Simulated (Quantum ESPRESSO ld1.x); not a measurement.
All-electron atom: Ni0.75+ in [Ar] 3d(up 4, down 4) 4s(up 0.75, down 0.5) (fractional occupations, a model configuration).

Method: non-relativistic Kohn-Sham, LDA (Slater exchange, VWN5 correlation), spin-polarised, spherical densities, point nucleus; computed with ld1.x of Quantum ESPRESSO 7.5.

Energy parts (hartree):
| part | energy |
|---|---|
| total | -1505.3475 |
| kinetic | 1503.6554 |
| electron-nucleus | -3589.0420 |
| Hartree | 640.1067 |
| exchange-correlation | -60.0676 |

Orbitals (lengths in bohr, moments of r in powers of bohr; <r^-3> diverges for s and p1/2):
orbital  occ.  eigenvalue (hartree)  <r^-3>
1s up       1              -298.118       -
1s down     1              -298.117       -
2s up       1              -35.5540       -
2s down     1              -35.5539       -
2p up       3              -31.1104   596.9
2p down     3              -31.1103   596.9
3s up       1              -4.19657       -
3s down     1              -4.19625       -
3p up       3              -2.84029   75.91
3p down     3              -2.83980   75.94
3d up       4              -0.59360   7.073
3d down     4              -0.59181   7.099
4s up    0.75              -0.41931       -
4s down   0.5              -0.41068       -

The highest occupied level is 4s down at -11.175 eV. The density falls to 0.001 e/bohr^3 at r = 3.90 bohr.
